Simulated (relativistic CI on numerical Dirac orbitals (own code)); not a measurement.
# Ir3+: 4d photoemission

Computed with this model: Dirac-Coulomb-Breit CI, separate exchange-only KLI orbitals for each configuration, QED by a radiative potential, valence Slater integrals scaled by 0.7, multiplet model of photoemission in the sudden approximation; configurations [Xe] 4f14 5d6 → [Kr] 4d9 4f14 5s2 5p6 5d6; 300 K; Lorentzian 2.45 eV and Gaussian 0.6 eV FWHM. Energies are those of the free ion, without screening or charge transfer. The energies are binding energies and can lie tens of eV above those of solids. S is read from ⟨S²⟩ = S(S + 1).

free ion: ground-state S = 1.81, centroid 349.70 eV. Peaks (eV, height): 343.0 (100), 359.4 (72).

Strongest unbroadened transitions for free ion:

```
Energy (eV)  Relative strength
     342.50               22.5
     342.58              100.0
     343.01               42.5
     343.05               77.5
     343.30               43.9
     343.39               21.8
     343.62                7.2
     343.72               21.7
     343.77                6.5
     343.81                4.5
     343.99                3.5
     345.48               11.8
     347.02                4.2
     359.06               39.5
     359.21               49.8
     359.28               80.2
     359.41               50.7
     360.04               16.8
```
